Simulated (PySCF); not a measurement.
Cartesian coordinates in Å; atom numbers follow the order of the lines, from 1:
```xyz
6

As   -0.200    1.425    0.139
As    0.897   -0.433   -1.006
As   -1.143   -0.846    0.269
H     0.691    1.251    1.367
H     0.087   -0.164   -2.275
H    -0.332   -1.233    1.505
```

Geometry: PBE0-D3(BJ)/def2-SVP; GIAO absolute shieldings from PySCF, gas phase, non-relativistic, averaged over equivalent atoms.

At B3LYP/pcSseg-1 (138 basis functions, 15 s wall time on 1 thread of an x86-64 server CPU, shared host):
| atoms | σ (ppm) |
| --- | --- |
| As1/As2/As3 | 1893.6 |
| H4/H5/H6 | 30.78 |

Estimate the result of repeating the calculation with PBE0/pcSseg-1.

## Answers


```json
{"atoms": "As1/As2/As3", "σ at PBE0/pcSseg-1": "1967.4", "change": "+73.8"}
{"atoms": "H4/H5/H6", "σ at PBE0/pcSseg-1": "30.52", "change": "-0.26"}
```

The largest change is at As1/As2/As3 (arsenic bonded to 2 As, H). Cost: 138 basis functions, 19 s wall time on 1 thread of an x86-64 server CPU, shared host.

Relativistic effects, spin–orbit coupling among them, are left out; they matter for As and for the light atoms bonded to it. The averaged As atoms aren't alike in the static structure (σ from 1848 to 1917 ppm); the average presumes fast exchange among these sites.
